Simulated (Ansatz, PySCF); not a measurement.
The pair A = GeH4 (SMILES [GeH4]) (first 5 atoms), B = GeH4 (SMILES [GeH4]); geometry from B3LYP-D3(BJ)/def2-TZVP.
(charge 0, multiplicity 1):
```tsv
atom	x (Å)	y (Å)	z (Å)
Ge	0.1062	0.0277	0.0037
H	-0.2452	1.4544	0.4496
H	-1.0035	-0.9338	0.4526
H	1.4344	-0.3935	0.6489
H	0.2396	-0.0169	-1.5257
Ge	-0.1062	-0.0278	4.0963
H	0.3029	-1.4311	3.6268
H	-1.4480	0.3520	3.4535
H	0.9659	0.9848	3.6686
H	-0.2462	-0.0156	5.6257
```

Correlated levels freeze the cores. Filled d and f shells under p-block atoms count as core. CBS: X⁻³ extrapolation of the correlation energy, Hartree–Fock from the larger set. MP2 and its Hartree–Fock in aug-cc-pVTZ are density fitted.

Codes used: Ansatz (an electronic-structure program); PySCF for the dispersion terms. Each number belongs to the level named beside it.

The monomers are drawn apart, rigid, along the line of their centres of mass. Counterpoise-corrected interaction energies (kcal/mol):

```
level                                                     R = 5.738 Å  R = 7.377 Å
--------------------------------------------------------  -----------  -----------
PBE-D3(BJ)/def2-TZVPPD                                        -0.2674      -0.0471
wB97M-V/def2-TZVPPD                                           -0.1927      -0.0361
MP2/CBS(aug-cc-pVDZ, aug-cc-pVTZ) + ΔCCSD(T)/aug-cc-pVDZ      -0.1783      -0.0363
```

Task: R is the distance of the centres of mass. Find the local exponent m of E ∝ R⁻ᵐ between the two points.

Result: 
m = ln(E₁/E₂)/ln(R₂/R₁): PBE-D3(BJ)/def2-TZVPPD 6.9; wB97M-V/def2-TZVPPD 6.7; MP2/CBS(aug-cc-pVDZ, aug-cc-pVTZ) + ΔCCSD(T)/aug-cc-pVDZ 6.3. For scale, two fixed dipoles give m = 3, dipole and quadrupole 4, quadrupoles 5, and dispersion or dipole-induced dipole 6 at long range; at these distances several terms mix, and what is left of overlap and damping shifts m, so it need not match one of them.
